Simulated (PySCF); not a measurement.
**Ionisation energy of He⁺ by level of theory**

He⁺ 1s1 (2S) → He²⁺ (bare nucleus), as a difference of total energies. All numbers are calculated (PySCF 2.14, the non-relativistic Hamiltonian (point nucleus), in aug-cc-pVQZ). The calculations carry no spin-orbit coupling.

```tsv
method	ionisation energy (eV)	difference from reference (eV)
UHF	54.418	0.000
LDA	52.832	-1.586
PBE	54.249	-0.169
PBE0	54.329	-0.089
r2SCAN	54.422	+0.004
r2SCAN0	54.420	+0.002
M06	54.406	-0.012
B3LYP	54.382	-0.036
```

Reference: 54.418 eV (theoretical estimate listed by NIST; NIST Atomic Spectra Database, ionization energies).
